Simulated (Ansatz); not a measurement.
Total energies of Cl$_{2}$FY, SMILES `[F][Y]([Cl])[Cl]`.

Cartesian coordinates in Å:
```
F 1.5188 1.3345 0.4328
Y 0.0712 0.0638 0.0213
Cl -0.1209 -1.9801 1.3570
Cl -1.4691 0.5818 -1.8110
```

Charge 0, multiplicity 1. Correlated methods include outer-core shells of Y, which these sets cover unevenly. Y takes the def2 core potential. All single points use the PBE0-D4/def2-TZVP geometry. Basis def2-TZVPP, Ansatz.

RPA on PBE orbitals: Hartree–Fock energy of these orbitals -1056.62799 Eh, correlation -1.35352 Eh (frozen core).

```csv
functional,energy without D4 (Eh),D4 term (kJ/mol)
PBE,-1058.44406,-9.4
revPBE,-1058.73633,-18.3
B97M-V,-1058.65123,–
r2SCANh,-1058.80910,-2.5
r2SCAN0,-1058.78010,-2.8
HSE06 (plane-wave form),-1058.48149,-8.0
CAM-B3LYP,-1058.88616,-8.8
LC-ωPBE,-1058.62628,–
ωB97M-V,-1058.77218,–
PBE-QIDH,-1058.27344,–
```

Give the same for LDA (SPW92), BLYP, r2SCAN, PBE0, B3LYP, BHLYP, ωB97X-V, B2PLYP. (Best estimate.)

The calculation gave: 
```tsv
functional	energy without D4 (Eh)	D4 term (kJ/mol)
LDA (SPW92)	-1055.19170	–
BLYP	-1058.86921	-18.8
r2SCAN	-1058.82926	-2.2
PBE0	-1058.50216	-8.2
B3LYP	-1058.95547	-15.4
BHLYP	-1058.80544	-16.3
ωB97X-V	-1058.71904	–
B2PLYP	-1058.52444	–
```

B3LYP takes the VWN-RPA correlation (the form of Gaussian; ORCA's B3LYP/G). HSE06 is the plane-wave form, built on full-range PBE exchange. The double hybrids freeze the cores in their second-order part.

LC-ωPBE has ω = 0.4 bohr⁻¹.
